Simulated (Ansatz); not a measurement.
Consider the ligand exchange at the Si–O bond: `[SiH3][O][Mg][Cl]` + `C[SeH]` → `C[Se][SiH3]` + `[OH][Mg][Cl]`.

Gas-phase electronic energies from Ansatz, PBE0-D4/def2-TZVP geometries. CBS: MP2 limit from def2 TZ/QZ plus the TZ coupled-cluster correction, frozen cores. DFT in def2-TZVPP. For Mg, Se outer-core shells are correlated without core-valence functions, which leaves a few kJ/mol of doubt a bond. Scalar relativity is left out up to krypton. One conformer a species, not always the lowest.

| level | ΔE (kcal/mol) |
| --- | --- |
| r2SCANh-D4 | 13.6 |
| BHLYP-D4 | 15.8 |

What does CCSD(T)/CBS give? (Estimate.)

Ansatz gave: +14.3 kcal/mol. The listed levels differ from it by -0.7, 1.5 kcal/mol.

Largest T1 diagnostic among the species: 0.010.

Leaving LDA and LC-ωPBE aside and taking each functional with its dispersion term where it has one, the values, not all of them listed here, spread over 5.5 kcal/mol, from revPBE-D4 to B97M-V. From BLYP to BHLYP (50 % exact exchange), in def2-TZVPP and without D4, ΔE moves by +1.9 kcal/mol. In def2-TZVPP, CCSD(T) changes the Hartree–Fock value by −4.0 kcal/mol (the triples alone add −0.7 kcal/mol) and MP2 by −5.1 kcal/mol.
